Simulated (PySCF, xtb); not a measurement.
ethoxymethyl(methyl)silane (C₄H₁₂OSi), SMILES CCOC[SiH2]C. One conformer was computed; it need not be the lowest.

Harmonic wavenumbers (cm⁻¹) from xtb with GFN2-xTB at its own minimum, in rising order: 40, 65, 100, 126, 154, 200, 247, 278, 442, 481, 575, 669, 703, 758, 770, 796, 829, 842, 846, 906, 1055, 1109, 1124, 1152, 1238, 1256, 1291, 1350, 1373, 1400, 1456, 1475, 1485, 1492, 1495, 1501, 2187, 2244, 2822, 2836, 2864, 2957, 3035, 3038, 3045, 3049, 3053, 3054.

Problem. What does B3LYP-D3(BJ)/def2-SVP (PySCF) give at its own minimum? (Estimate from the structure and the level; the computed values follow.)

Solution. 39, 60, 101, 148, 160, 252, 276, 287, 456, 483, 569, 626, 703, 766, 823, 852, 882, 892, 902, 959, 1037, 1126, 1162, 1182, 1271, 1280, 1292, 1299, 1382, 1426, 1437, 1439, 1445, 1453, 1477, 1511, 2207, 2217, 2949, 2963, 2993, 3029, 3038, 3054, 3119, 3123, 3126, 3127. Paired by order, the mean absolute difference is 36 cm⁻¹ and the zero-point energies are 93.3 and 94.9 kcal/mol.
